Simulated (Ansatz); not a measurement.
`CC([SiH3])=C=N` + `OC([SiH3])S` → `[SiH3]OC([SiH3])S` + `CC=C=N`  (ligand exchange at the Si–C bond)

Isolated molecules relaxed with PBE0-D4/def2-TZVP in Ansatz; ΔE leaves out vibrations. CCSD(T)/CBS adds triple-zeta CCSD(T) − MP2 to the extrapolated MP2 energy (def2 sets, frozen cores). Functionals use def2-TZVPP. One conformer a species, not always the lowest.

**Question.** Is it downhill or uphill in electronic energy at CCSD(T)/CBS, and by how much? (Best estimate.)

**Answer.** The calculation gave: Downhill: ΔE = -82.0 kJ/mol.

**Question.** What do these levels give: PBE0-D4, PBE, r2SCAN, HF/def2-TZVPP, CCSD/def2-TZVPP, HF/CBS(def2)? (Best estimate.)

**Answer.** Ansatz gave: PBE0-D4 -74.6, PBE -70.1, r2SCAN -79.1, HF/def2-TZVPP -95.1, CCSD/def2-TZVPP -84.9, HF/CBS(def2) -95.5 kJ/mol.

Largest T1 diagnostic among the species: 0.014.

In def2-TZVPP, CCSD(T) changes the Hartree–Fock value by +12.4 kJ/mol (the triples alone add +2.2 kJ/mol) and MP2 by +14.4 kJ/mol. From PBE to PBE0 (25 % exact exchange), in def2-TZVPP and without D4, ΔE moves by −3.3 kJ/mol.
